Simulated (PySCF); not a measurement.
Isomers of C6H7N2P.

All values: PBE0/pcSseg-1 (PySCF) at GFN2-xTB geometries, gas phase, one conformer each.

(1) Rank by dipole moment, highest first.
A. `[CH:1]#[C:2][CH2:3][n:4]1[n:5][cH:6][p:7][c:8]1[CH3:9]` with C2–C3–N4–N5 109°
B. `[CH:1]#[C:2][c:3]1[n:4][n:5]([CH2:6][CH3:7])[cH:8][p:9]1` with N4–N5–C6–C7 87°
C. `[CH3:1][CH2:2][n:3]1[cH:4][p:5][c:6]([C:7]#[N:8])[cH:9]1` with C1–C2–N3–C4 87°
D. `[CH:1]#[C:2][c:3]1[p:4][cH:5][n:6][n:7]1[CH2:8][CH3:9]` with N6–N7–C8–C9 98°
E. `Cc1cpc(C#N)n1C`

(2) Rank by the highest IAO charge on any atom, lowest value first.
A. `[CH3:1][CH2:2][n:3]1[cH:4][p:5][c:6]([C:7]#[N:8])[cH:9]1` with C1–C2–N3–C4 87°
B. `[CH:1]#[C:2][CH2:3][n:4]1[n:5][cH:6][p:7][c:8]1[CH3:9]` with C2–C3–N4–N5 109°
C. `[CH:1]#[C:2][c:3]1[n:4][n:5]([CH2:6][CH3:7])[cH:8][p:9]1` with N4–N5–C6–C7 87°
D. `c1(cpc(C#N)n1C)C`

Results:

(1) C (7.79 D), E (6.13 D), B (3.39 D), A (2.95 D), D (2.62 D).

(2) B (+0.209 e), C (+0.265 e), A (+0.319 e), D (+0.338 e).

All values together:

```tsv
SMILES	μ (D)	HOMO (eV)	LUMO (eV)	lowest IAO charge (e)	highest IAO charge (e)	lowest Hirshfeld charge (e)	highest Hirshfeld charge (e)
Cc1cpc(C#N)n1C	6.13	-6.72	-1.50	-0.437 (C)	+0.338 (P)	-0.224 (N)	+0.063 (P)
C#Cc1nn(CC)cp1	3.39	-6.75	-0.86	-0.426 (C)	+0.265 (P)	-0.116 (N/C)	+0.094 (H)
C#Cc1pcnn1CC	2.62	-6.81	-1.44	-0.425 (C)	+0.268 (P)	-0.120 (N)	+0.098 (H)
CCn1cpc(C#N)c1	7.79	-7.07	-1.02	-0.425 (C)	+0.319 (P)	-0.237 (N)	+0.068 (H)
C#CCn1ncpc1C	2.95	-6.74	-0.42	-0.432 (C)	+0.209 (P)	-0.136 (N)	+0.099 (H)
```

Conformers: `[CH:1]#[C:2][c:3]1[n:4][n:5]([CH2:6][CH3:7])[cH:8][p:9]1` with N4–N5–C6–C7 87°; `[CH:1]#[C:2][c:3]1[p:4][cH:5][n:6][n:7]1[CH2:8][CH3:9]` with N6–N7–C8–C9 98°; `[CH3:1][CH2:2][n:3]1[cH:4][p:5][c:6]([C:7]#[N:8])[cH:9]1` with C1–C2–N3–C4 87°; `[CH:1]#[C:2][CH2:3][n:4]1[n:5][cH:6][p:7][c:8]1[CH3:9]` with C2–C3–N4–N5 109°.
